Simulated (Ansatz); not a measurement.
Reaction (ligand exchange at the Si–N bond): `N[Si](O)(O)F` + H₂Se → `O[Si](O)(F)[SeH]` + NH₃

Gas-phase electronic energies from Ansatz, PBE0-D4/def2-TZVP geometries. CCSD(T)/CBS adds triple-zeta CCSD(T) − MP2 to the extrapolated MP2 energy (def2 sets, frozen cores). This one scheme is used for every species. Functionals use def2-TZVPP. For Se outer-core shells are correlated without core-valence functions, which leaves a few kJ/mol of doubt a bond. Scalar relativity is left out up to krypton. Each species was taken in one conformer, which may not be the lowest.

| level | ΔE (kJ/mol) |
| --- | --- |
| PBE | 6.9 |
| BHLYP | 25.4 |

(1) What does CCSD(T)/CBS give? (Best estimate.)

Largest T1 diagnostic among the species: 0.011.

## Answers

(1) Computed: +13.8 kJ/mol. The listed levels differ from it by -6.9, 11.6 kJ/mol.

In def2-TZVPP, CCSD(T) changes the Hartree–Fock value by −12.5 kJ/mol (the triples alone add −3.0 kJ/mol) and MP2 by −16.9 kJ/mol. The D4 term adds −4.0 kJ/mol with B3LYP and −2.1 kJ/mol with PBE0; it sums over pairs of atoms, weighted by their polarisabilities, and B3LYP, whose exchange is more repulsive, gets the larger term. From BLYP to BHLYP (50 % exact exchange), in def2-TZVPP and without D4, ΔE moves by +9.3 kJ/mol.

B3LYP here is the variant with VWN-RPA as its local correlation; programs differ in this.
